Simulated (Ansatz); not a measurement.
Gas-phase electronic energies from Ansatz, PBE0-D4/def2-TZVP geometries. CCSD(T)/CBS is the MP2 limit (def2-TZVPP, def2-QZVPP) plus CCSD(T) − MP2 in def2-TZVPP, frozen cores. DFT in def2-TZVPP. B3LYP here is the variant with VWN-RPA as its local correlation; programs differ in this. One conformer a species, not always the lowest.

Consider the redistribution: `B[SiH2]C(O)F` + `CC#CBO` → `BC#CBO` + `C[SiH2]C(O)F`.

```
             level  ΔE (eV)
            PBE-D4    -1.06
           PBE0-D4    -1.04
          B3LYP-D4    -1.12
           ωB97X-V    -1.03
               PBE    -1.05
    MP2/def2-TZVPP    -1.09
CCSD(T)/def2-TZVPP    -1.05
SCS-MP2/def2-QZVPP    -1.07
```

**Question.** What does CCSD(T)/CBS give? (Estimate.)

**Answer.** Computed: -1.07 eV. The listed levels differ from it by 0.01, 0.03, -0.05, 0.04, 0.02, -0.02, 0.02, 0.00 eV.

Largest T1 diagnostic among the species: 0.016.
